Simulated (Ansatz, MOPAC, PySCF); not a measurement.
Noncovalent pair: CH4O (SMILES CO) (first 6 atoms) with C2H3N (SMILES CC#N); geometry from B3LYP-D3(BJ)/def2-TZVP, rigid monomers moved along the line of their centres of mass till H6···N9 is 3.64 Å.
(charge 0, multiplicity 1):
```xyz
12

C     -0.58145     0.18713    -0.74374
O      0.25251    -0.73880    -0.07730
H     -1.63439     0.08618    -0.45138
H     -0.50570    -0.01386    -1.81303
H     -0.27434     1.22617    -0.56933
H      0.19256    -0.56496     0.87279
C     -0.29625     0.66471     6.97254
C     -0.18640     0.38432     5.55124
N     -0.09899     0.16205     4.42873
H     -0.49565     1.72478     7.12988
H     -1.11049     0.08366     7.40583
H      0.63333     0.40136     7.47735
```

Monomers are frozen at their geometry in the pair; levels with a basis set take the counterpoise correction. Rows marked so take none.

Frozen-core correlation. Rows in STO-3G carry no dispersion term and start afresh at each structure. The state that PM7 reach isn't checked; PM7 holds dispersion and hydrogen-bond terms.

The values were computed with Ansatz (a quantum-chemistry and plane-wave program); MOPAC for PM7 (differences of heats of formation); PySCF for STO-3G rows. Values without a source in brackets are computed.

Problem. What interaction energy does PM7 give?

Solution. -9 kJ/mol
